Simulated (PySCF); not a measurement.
SMILES c1ccc(nc1)Cc1ccccc1 (C12H11N) at its GFN2-xTB optimised geometry (Å):

```
24

C     -0.6966    -1.8037     0.0000
C     -1.3823    -0.6020     0.0012
C     -0.6864     0.5950     0.0030
C      0.7010     0.6034    -0.0023
C      1.4775     1.8941     0.0292
C      2.1530     2.0289     1.3671
C      1.4142     2.2853     2.5198
C      2.0769     2.3672     3.7306
C      3.4525     2.1884     3.7537
C      4.0948     1.9331     2.5536
N      3.4664     1.8542     1.3934
C      1.3824    -0.6079     0.0000
C      0.6887    -1.8037     0.0000
H     -1.2393    -2.7376    -0.0010
H     -2.4628    -0.5952     0.0011
H     -1.2292     1.5302     0.0017
H      2.2478     1.8872    -0.7431
H      0.8072     2.7394    -0.1364
H      0.3439     2.4137     2.4603
H      1.5323     2.5664     4.6427
H      4.0081     2.2446     4.6768
H      5.1664     1.7836     2.5115
H      2.4628    -0.6030     0.0048
H      1.2288    -2.7394     0.0000
```

Method: PBE0/def2-SVP (PySCF). Cells within 0.4 Å of a nucleus heavier than hydrogen are left out (blank, or x).

Map of the LUMO amplitude (bohr^(-3/2)) on the plane z = 1.0 Å; orbital energy -0.62 eV, overall sign arbitrary:

```
|4444444444444444444444444444444|
|4444444444444444444444444444444|
|4444444444444444444444444444444|
|4444444444444444444333344444444|
|4444444444444444443333334444444|
|4444444444444444433322334555444|
|4444444444444444433222235665544|
|4444444444444444443210135787554|
|4444444444444444444310136997654|
|444444444444444444444x345886544|
|4444444444444444455566532123444|
|4444444444433344555666531002344|
|4444444444333344555655432112334|
|4444444443333334555555433223344|
|4444444443333334555554443333344|
|4444444443333344454444443333444|
|4444444443333344444444444444444|
|4444444444334444443333344444444|
|4444444444444444433333344444444|
|4444444444445554433333444444444|
|4444444444455554433333444444444|
|4444444444455554433334444444444|
|4444444444455554443334444444444|
|4444444444445544444444444444444|
|4444444444444444444444444444444|
|4444444444444444444444444444444|
|4444444444444444444444444444444|
|4444444444444444444444444444444|
|4444444444444444444444444444444|
|4444444444444444444444444444444|
|4444444444444444444444444444444|
```
Scale: ten equal steps from -0.106 (start of '0') to 0.136 (end of '9'), in the order '0123456789'; x runs from -5.00 to 5.00, y from -5.00 (bottom) to 5.00 (top).
